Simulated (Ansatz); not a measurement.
(H3Ge)2O (Ge₂OH₆). Total charge 0; triplet. Geometry r2SCAN-D4/def2-SVP, that of the neutral singlet; atoms count from 1.

Cartesian coordinates in Å:
```
Ge 0.249 1.477 0.565
H -0.996 2.068 -0.125
H 0.421 2.043 1.978
H 1.499 1.736 -0.296
O 0.031 -0.277 0.777
Ge -0.245 -1.508 -0.478
H -1.577 -1.217 -1.196
H 0.916 -1.477 -1.491
H -0.297 -2.847 0.265
```

At PBE0-D4/def2-TZVP a singlet of charge 0 lies 5.90 eV below the triplet at the same geometry.

(1) Estimate the Mulliken populations from the PBE0/def2-TZVP orbitals of Ansatz.

(2) Where does the spin sit?

(3) And the Mayer bond orders between bonded heavy atoms (over 0.3)?

## Answers

(1) 
```tsv
atom	charge (e)	spin (α − β)
Ge1	-0.15	0.58
H2	0.06	0.07
H3	0.03	-0.03
H4	0.06	0.07
O5	0.00	0.62
Ge6	-0.15	0.58
H7	0.06	0.07
H8	0.06	0.06
H9	0.03	-0.03
```
Mulliken values and Mayer orders depend strongly on the basis.

(2) Summed by element: Ge 1.16, H 0.22, O 0.62, of 2 unpaired in all. Largest on single atoms: O5 0.62, Ge1 0.58, Ge6 0.58.

(3) Ge1–O5 0.56 (1.78 Å); O5–Ge6 0.56 (1.78 Å). Values over 0.3 also appear between atoms too far apart for a bond (Ge1–Ge6 0.59 at 3.20 Å); they arise where an orbital or an unpaired electron spreads over both atoms.
